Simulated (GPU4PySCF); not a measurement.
C8H12CuN4, SMILES CC#[N]->[Cu+](<-[N]#CC)(<-[N]#CC)<-[N]#CC, charge +1, multiplicity 1. Heavy atoms are numbered as in [Cu+:1](<-[N:4]#[C:3][CH3:2])(<-[N:10]#[C:9][CH3:8])(<-[N:16]#[C:15][CH3:14])<-[N:22]#[C:21][CH3:20]. Hydrogens are named by the atom that carries them.

Coordinates come from a PBE0-D3(BJ)/def2-TZVP optimisation. The multiplicity is an assumed one; no other spin state was optimised. The isomer is the one that the SMILES or the coordinates give; other isomers of the formula were not compared.

All values below come from PBE0/pcSseg-1 in GPU4PySCF.

GIAO shieldings, no solvent; atoms alike by connectivity are averaged. δ = σ(ref) − σ: ¹³C against TMS (σ = 186.3 ppm); ¹⁵N against NH3 (σ = 267.4 ppm); ¹H against TMS (σ = 31.56 ppm), references at their B3LYP-D3(BJ)/def2-TZVP geometries, non-relativistic (references run with PySCF on processors).

Computed chemical shifts:
| nucleus | atoms | count | δ (ppm) |
|---|---|---|---|
| ¹³C | C3 | 4 | 120.4 |
| ¹³C | C2 (CH3) | 4 | 1.3 |
| ¹⁵N | N4 | 4 | 238.4 |
| ¹H | H on C2 | 12 | 2.22 |
